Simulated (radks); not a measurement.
Results of a calculation; reference values are marked as such.
Task: Ionisation of Dy+, [Xe] 4f10 6s1, to Dy2+, [Xe] 4f10, under several functionals. Dirac Kohn-Sham, spin-unpolarised, spherical densities, finite nucleus; open shells fill j = l - 1/2 first; a radial shooting solver on a logarithmic mesh with Libxc functionals. The NIST Atomic Spectra Database gives 11.65 eV (semi-empirical). Rank these functionals by the error of their Delta-SCF ionisation energy: BP86; BLYP; AM05; exchange-only PBE; PBE; SOGGA; B86b exchange with PBE correlation.

Result: From best to worst: B86b exchange with PBE correlation 11.656 eV (+0.009); PBE 11.662 eV (+0.015); BP86 11.684 eV (+0.037); AM05 11.518 eV (-0.129); BLYP 11.798 eV (+0.151); SOGGA 11.460 eV (-0.187); exchange-only PBE 11.318 eV (-0.329). Spin polarisation and multiplet splitting are left out, so open shells lie too high by an amount that depends on their filling.

Beside tabulated values, note that spin-unpolarised runs miss the spin-polarisation part of the exchange energy of open shells.
